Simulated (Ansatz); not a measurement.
F3H3SiSn, SMILES `[F][Sn]([F])([F])[SiH3]`, one more setting.

```yaml
crystal:
  periodic: [false, false, false]
  atoms:
    - {symbol: F, position_ang: [0.185159, -2.457060, 1.554940]}
    - {symbol: Sn, position_ang: [0.889895, -0.867810, 0.322562]}
    - {symbol: F, position_ang: [2.539812, -0.085335, 1.421481]}
    - {symbol: F, position_ang: [1.817244, -1.881198, -1.306788]}
    - {symbol: Si, position_ang: [-1.089938, 1.068620, -0.422199]}
    - {symbol: H, position_ang: [-1.656543, 1.727176, 0.988860]}
    - {symbol: H, position_ang: [-0.316027, 2.185148, -1.371091]}
    - {symbol: H, position_ang: [-2.266449, 0.246507, -1.250263]}
basis:
  gaussian: {orbitals: def2-TZVPD, nuclear_model: gaussian}
total_charge: 1
magnetization: {spin_polarized: true, initial_magnetization: 1}
hamiltonian: {xc: {name: PBEsol}}
scf: {lower_state_search: off}
output: {forces: true}
```

```sh
$ ansatz run in.yaml --threads 4 --pin off --events-out ev --progress --plain --max-ram 10444MiB
```

Shortened log:

```
Functional definition: PBEsol
1423 factors; their error is unknown
mean field evaluation 1: about -21815.5829 eV, gradient 8.8e1 eV
mean field evaluation 2: about -20487.9221 eV, gradient 3.6e2 eV
mean field evaluation 4: about -21789.0840 eV, gradient 8.2e1 eV
mean field evaluation 8: about -21840.2075 eV, gradient 3.0e1 eV
mean field evaluation 16: about -21845.6432 eV, gradient 1.6e-1 eV
mean field evaluation 32: about -21845.6346 eV, gradient 1.5e-4 eV
mean field -21845.63456487 eV, -802.8122627562 hartree, gradient 8.6e-6 eV, S^2 0.753833; 0 other end points of the search recorded, 0 dependent functions left out
reference -21845.63464116 eV, -802.8122655596 hartree; 33, 32 occupied and 213, 214 virtual orbitals, 1423 factors
Total energy: -21845.63464116 eV, -802.8122655596 hartree
Atom 0 at     0.185159    -2.457060     1.554940 Å, force     0.773184     2.231120    -1.672759 eV/Å
Atom 1 at     0.889895    -0.867810     0.322562 Å, force     2.686593    -2.612635     1.007232 eV/Å
Atom 2 at     2.539812    -0.085335     1.421481 Å, force    -2.313090    -0.878868    -1.496806 eV/Å
Atom 3 at     1.817244    -1.881198    -1.306788 Å, force    -1.366658     1.475412     2.079599 eV/Å
Atom 4 at    -1.089938     1.068620    -0.422199 Å, force    -1.856810     1.825829    -0.700962 eV/Å
Atom 5 at    -1.656543     1.727176     0.988860 Å, force     0.955422    -1.049581    -1.397673 eV/Å
Atom 6 at    -0.316027     2.185148    -1.371091 Å, force    -0.494796    -1.544384     1.155540 eV/Å
Atom 7 at    -2.266449     0.246507    -1.250263 Å, force     1.616154     0.553107     1.025828 eV/Å
Dipole moment:    -1.357090     1.323985    -0.509784 e Å
Checks for a lower state left out: stability, starts, cluster_reference, orbital_swaps, neighbouring_geometries, increment
```

Hardware: 4 threads of an Intel Xeon Platinum 8375C on a shared host. Wall time 3 s, peak host memory 0.42 GiB.
